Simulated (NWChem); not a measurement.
System: BCl cation, doublet; SMILES of the neutral closed-shell parent BCl

NWChem printed, in part:

```
             Northwest Computational Chemistry Package (NWChem) 7.3.0
             --------------------------------------------------------

                             Geometry "geometry" -> ""
                             -------------------------

 Output coordinates in angstroms (scale by  1.889725989 to convert to a.u.)

  No.       Tag          Charge          X              Y              Z
 ---- ---------------- ---------- -------------- -------------- --------------
    1 B                    5.0000     0.00000000     0.00000000    -1.21335100
    2 Cl                  17.0000     0.00000000     0.00000000     0.39031700

 Effective nuclear repulsion energy (a.u.)      28.0482407612

                              NWChem Property Module
                              ----------------------

  itol2e modified to match energy
  convergence criterion.

                                 NWChem DFT Module
                                 -----------------

 Summary of "ao basis" -> "ao basis" (spherical)
 ------------------------------------------------------------------------------
       Tag                 Description            Shells   Functions and Types
 ---------------- ------------------------------  ------  ---------------------
 B                           6-31g*                  6       14   3s2p1d
 Cl                          6-31g*                  8       18   4s3p1d

  itol2e modified to match energy
  convergence criterion.

            General Information
            -------------------
          SCF calculation type: DFT
          Wavefunction type:  spin polarized.
          No. of atoms     :     2
          No. of electrons :    21
           Alpha electrons :    11
            Beta electrons :    10
          Charge           :     1
          Spin multiplicity:     2
          Use of symmetry is: off; symmetry adaption is: off
          Maximum number of iterations: 150
          AO basis - number of functions:    32
                     number of shells:    14
          Convergence on energy requested:  1.00D-07
          Convergence on density requested:  1.00D-05
          Convergence on gradient requested:  5.00D-04

              XC Information
              --------------
                  TPSS hybrid Method XC Functional
                     Hartree-Fock (Exact) Exchange  0.100
                  TPSS metaGGA Exchange Functional  0.900
             TPSS03 metaGGA Correlation Functional  1.000

             Grid Information
             ----------------
          Grid used for XC integration:  fine
          Radial quadrature: Mura-Knowles
          Angular quadrature: Lebedev.
          Tag              B.-S. Rad. Rad. Pts. Rad. Cut. Ang. Pts.
          ---              ---------- --------- --------- ---------
          B                   0.85       70           7.0       590
          Cl                  1.00      123           7.0       770
          Grid pruning is: on
          Number of quadrature shells:   193
          Spatial weights used:  Erf1

      Superposition of Atomic Density Guess
      -------------------------------------

 Sum of atomic energies:        -483.97667121

 Renormalizing density from      22.00 to     21

      Non-variational initial energy
      ------------------------------

 Total energy =    -470.252400
 1-e energy   =    -690.119848
 2-e energy   =     191.819207
 HOMO         =      -0.587463
 LUMO         =      -0.293726

   convergence    iter        energy       DeltaE   RMS-Dens  Diis-err
 ---------------- ----- ----------------- --------- --------- ---------
 d= 0,ls=0.0,diis     1   -484.3581148321 -5.12D+02  5.49D-02  4.67D-01
                                                     4.89D-02  4.18D-01
 d= 0,ls=0.5,diis     2   -482.1202982477  2.24D+00  1.64D-02  3.46D+00
                                                     1.62D-02  4.16D+00
 d= 0,ls=0.5,diis     3   -483.7700178946 -1.65D+00  8.16D-03  1.22D+00
                                                     9.28D-03  1.43D+00
 d= 0,ls=0.5,diis     4   -484.3089802240 -5.39D-01  6.17D-03  4.25D-01
                                                     7.27D-03  4.78D-01
 d= 0,ls=0.5,diis     5   -484.5369178023 -2.28D-01  3.87D-03  9.60D-02
                                                     4.50D-03  1.06D-01
 d= 0,ls=0.5,diis     6   -484.6024395095 -6.55D-02  1.93D-03  1.60D-02
                                                     2.19D-03  1.77D-02
  Resetting Diis
 d= 0,ls=0.5,diis     7   -484.6160167002 -1.36D-02  1.10D-03  3.37D-03
                                                     1.05D-03  3.63D-03
 d= 0,ls=0.5,diis     8   -484.6189699376 -2.95D-03  1.22D-03  1.32D-03
                                                     1.20D-03  1.32D-03
 d= 0,ls=0.5,diis     9   -484.6202724041 -1.30D-03  5.62D-04  4.81D-04
                                                     4.57D-04  4.12D-04
 d= 0,ls=0.5,diis    10   -484.6205403653 -2.68D-04  4.07D-04  1.45D-04
                                                     2.43D-04  1.15D-04
 d= 0,ls=0.5,diis    11   -484.6206360276 -9.57D-05  2.27D-04  2.15D-05
                                                     1.06D-04  1.54D-05
 d= 0,ls=0.5,diis    12   -484.6206565009 -2.05D-05  1.28D-04  3.91D-06
                                                     5.48D-05  2.43D-06
 d= 0,ls=0.5,diis    13   -484.6206623005 -5.80D-06  7.44D-05  1.30D-06
                                                     3.21D-05  7.31D-07
 d= 0,ls=0.5,diis    14   -484.6206644754 -2.17D-06  4.49D-05  5.93D-07
                                                     2.25D-05  2.75D-07
 d= 0,ls=0.5,diis    15   -484.6206654332 -9.58D-07  2.66D-05  2.92D-07
                                                     1.49D-05  1.22D-07
 d= 0,ls=0.5,diis    16   -484.6206658444 -4.11D-07  1.59D-05  1.41D-07
                                                     9.40D-06  5.84D-08
 d= 0,ls=0.5,diis    17   -484.6206660195 -1.75D-07  9.37D-06  6.53D-08
                                                     5.73D-06  2.86D-08
 d= 0,ls=0.5,diis    18   -484.6206660925 -7.30D-08  5.80D-06  2.97D-08
                                                     3.58D-06  1.28D-08

         Total DFT energy =     -484.620666123952
      One electron energy =     -716.290915746769
           Coulomb energy =      235.610557703056
    Exchange-Corr. energy =      -31.988548841403
 Nuclear repulsion energy =       28.048240761164

 Numeric. integr. density =       20.999999965238

                    DFT Final Alpha Molecular Orbital Analysis
                    ------------------------------------------

 Vector    9  Occ=1.000000D+00  E=-6.691932D-01
              MO Center= -1.3D-11, -1.6D-11,  1.0D-01, r^2= 1.3D+00
   Bfn.  Coefficient  Atom+Function         Bfn.  Coefficient  Atom+Function
  ----- ------------  ---------------      ----- ------------  ---------------
    21      0.513846  2 Cl px                22     -0.490127  2 Cl py
    17     -0.197493  2 Cl px                25      0.196166  2 Cl px
    18      0.188377  2 Cl py                26     -0.187111  2 Cl py
     3      0.184012  1 B  px                 4     -0.175518  1 B  py
     7      0.060471  1 B  px                 8     -0.057680  1 B  py

 Vector   10  Occ=1.000000D+00  E=-6.691932D-01
              MO Center=  1.2D-10,  1.3D-10,  1.0D-01, r^2= 1.3D+00
   Bfn.  Coefficient  Atom+Function         Bfn.  Coefficient  Atom+Function
  ----- ------------  ---------------      ----- ------------  ---------------
    22      0.513846  2 Cl py                21      0.490127  2 Cl px
    18     -0.197493  2 Cl py                26      0.196166  2 Cl py
    17     -0.188377  2 Cl px                25      0.187111  2 Cl px
     4      0.184012  1 B  py                 3      0.175518  1 B  px
     8      0.060471  1 B  py                 7      0.057680  1 B  px

 Vector   11  Occ=1.000000D+00  E=-6.201773D-01
              MO Center=  1.5D-10,  5.0D-11, -1.4D+00, r^2= 1.4D+00
   Bfn.  Coefficient  Atom+Function         Bfn.  Coefficient  Atom+Function
  ----- ------------  ---------------      ----- ------------  ---------------
     5      0.478359  1 B  pz                 6     -0.476676  1 B  s
     2     -0.351853  1 B  s                 23     -0.330509  2 Cl pz
     1      0.156922  1 B  s                 19      0.128000  2 Cl pz
     9      0.125650  1 B  pz                27     -0.111299  2 Cl pz
    20      0.035625  2 Cl s

 Vector   12  Occ=0.000000D+00  E=-3.928085D-01
              MO Center= -4.3D-11,  2.9D-11, -9.1D-01, r^2= 1.8D+00
   Bfn.  Coefficient  Atom+Function         Bfn.  Coefficient  Atom+Function
  ----- ------------  ---------------      ----- ------------  ---------------
     4     -0.465256  1 B  py                 3      0.449358  1 B  px
     8     -0.329646  1 B  py                 7      0.318383  1 B  px
    22      0.271368  2 Cl py                21     -0.262095  2 Cl px
    26      0.209447  2 Cl py                25     -0.202291  2 Cl px
    18     -0.099096  2 Cl py                17      0.095710  2 Cl px

 Vector   13  Occ=0.000000D+00  E=-3.928085D-01
              MO Center= -1.8D-10, -1.8D-10, -9.1D-01, r^2= 1.8D+00
   Bfn.  Coefficient  Atom+Function         Bfn.  Coefficient  Atom+Function
  ----- ------------  ---------------      ----- ------------  ---------------
     3      0.465256  1 B  px                 4      0.449358  1 B  py
     7      0.329646  1 B  px                 8      0.318383  1 B  py
    21     -0.271368  2 Cl px                22     -0.262095  2 Cl py
    25     -0.209447  2 Cl px                26     -0.202291  2 Cl py
    17      0.099096  2 Cl px                18      0.095710  2 Cl py

 Vector   14  Occ=0.000000D+00  E=-1.515972D-01
              MO Center= -4.4D-11,  1.8D-12, -2.3D-01, r^2= 2.9D+00
   Bfn.  Coefficient  Atom+Function         Bfn.  Coefficient  Atom+Function
  ----- ------------  ---------------      ----- ------------  ---------------
     6      1.710912  1 B  s                 24     -1.612630  2 Cl s
    27      1.353383  2 Cl pz                 9      1.266759  1 B  pz
     5      0.551122  1 B  pz                23      0.368231  2 Cl pz
    20     -0.267681  2 Cl s                  2      0.225458  1 B  s
    30      0.197327  2 Cl d  0              16      0.143259  2 Cl s

                     DFT Final Beta Molecular Orbital Analysis
                     -----------------------------------------

 Vector    8  Occ=1.000000D+00  E=-7.871764D-01
              MO Center= -7.0D-11, -4.5D-11,  2.4D-01, r^2= 1.2D+00
   Bfn.  Coefficient  Atom+Function         Bfn.  Coefficient  Atom+Function
  ----- ------------  ---------------      ----- ------------  ---------------
    23      0.588984  2 Cl pz                20      0.318063  2 Cl s
     2     -0.286039  1 B  s                 24      0.251939  2 Cl s
    19     -0.237271  2 Cl pz                 5     -0.206169  1 B  pz
     6     -0.202886  1 B  s                 16     -0.143926  2 Cl s
     1      0.132527  1 B  s                 27      0.116635  2 Cl pz

 Vector    9  Occ=1.000000D+00  E=-6.671406D-01
              MO Center= -5.5D-12, -2.4D-11,  1.7D-01, r^2= 1.2D+00
   Bfn.  Coefficient  Atom+Function         Bfn.  Coefficient  Atom+Function
  ----- ------------  ---------------      ----- ------------  ---------------
    21      0.527356  2 Cl px                22     -0.505294  2 Cl py
    25      0.206646  2 Cl px                17     -0.202441  2 Cl px
    26     -0.198001  2 Cl py                18      0.193972  2 Cl py
     3      0.151615  1 B  px                 4     -0.145273  1 B  py
     7      0.044805  1 B  px                 8     -0.042931  1 B  py

 Vector   10  Occ=1.000000D+00  E=-6.671406D-01
              MO Center= -9.6D-11, -9.8D-11,  1.7D-01, r^2= 1.2D+00
   Bfn.  Coefficient  Atom+Function         Bfn.  Coefficient  Atom+Function
  ----- ------------  ---------------      ----- ------------  ---------------
    22      0.527356  2 Cl py                21      0.505294  2 Cl px
    26      0.206646  2 Cl py                18     -0.202441  2 Cl py
    25      0.198001  2 Cl px                17     -0.193972  2 Cl px
     4      0.151615  1 B  py                 3      0.145273  1 B  px
     8      0.044805  1 B  py                 7      0.042931  1 B  px

[...]

          ----------------------
          Hyperfine Interactions
          ----------------------

 Total Spin Density (Fermi Contact Term)
 ------------------ --------------------
     Atom            x         y         z       Density (a.u.)      Aiso(MHz)     Aiso(Gauss)
     1  11-B      0.00000   0.00000  -2.29290       0.875582       1255.903946     448.137001
     2  35-Cl     0.00000   0.00000   0.73759       0.042996         18.852149       6.726904

           -------------------------------------------
           Anisotropic Interaction (Spin-Dipolar Term)
           -------------------------------------------

 ------------------------------------------------------------
     Atom            x         y         z
 ------------------------------------------------------------
     1  11-B      0.00000   0.00000  -2.29290

   Spin-Dipolar term (a.u.)
        xx             yy             zz             xy             xz             yz
 ------------------------------------------------------------------------------------------
      -0.141397      -0.141397       0.282793      -0.000000      -0.000000      -0.000000

   Principal Comp. of -hf- tensor (au)            Anisotropic -hfcc- (MHz)               Anisotropic -hfcc- (Gauss)
 --------------------------------------------------------------------------------------------------------------------------
     -0.141397    -0.141397     0.282793     -24.209185   -24.209185    48.418369      -8.638425    -8.638425    17.276849

   Orientation of the principal axis of Hyperfine Tensor w.r.t absolute (molecular) frame
 --------------------------------------------------------------------------------------------------------------------------
      0.709361    -0.704846    -0.000000
      0.704846     0.709361    -0.000000
      0.000000    -0.000000     1.000000

 ------------------------------------------------------------
     Atom            x         y         z
 ------------------------------------------------------------
     2  35-Cl     0.00000   0.00000   0.73759

   Spin-Dipolar term (a.u.)
        xx             yy             zz             xy             xz             yz
 ------------------------------------------------------------------------------------------
      -0.539207      -0.539207       1.078414       0.000000       0.000000       0.000000

   Principal Comp. of -hf- tensor (au)            Anisotropic -hfcc- (MHz)               Anisotropic -hfcc- (Gauss)
 --------------------------------------------------------------------------------------------------------------------------
     -0.539207    -0.539207     1.078414     -28.220828   -28.220828    56.441656     -10.069876   -10.069876    20.139752

   Orientation of the principal axis of Hyperfine Tensor w.r.t absolute (molecular) frame
 --------------------------------------------------------------------------------------------------------------------------
      0.710031    -0.704170     0.000000
      0.704170     0.710031     0.000000
     -0.000000     0.000000     1.000000
```

Level: TPSSh/6-31G* (spherical d), spin-unrestricted, contact and dipolar terms. Structure relaxed at the PBE0/def2-SVP, spin-unrestricted level. The spin multiplicity was typed, not searched, and may not be the lowest. No stability test was run on the SCF state.

Task: Which NWChem input produces such a log?

Result: One answer among several that fit: the input that was run:
```
start job
memory heap 200 mb stack 900 mb global 1100 mb
charge 1
geometry units angstroms noautosym nocenter noautoz
  B      0.000000     0.000000    -1.213351
  Cl     0.000000     0.000000     0.390317
end
basis spherical
  * library 6-31g*
end
dft
  odft
  mult 2
  xc xctpssh
  iterations 150
end
property
  hyperfine
end
task dft property
```
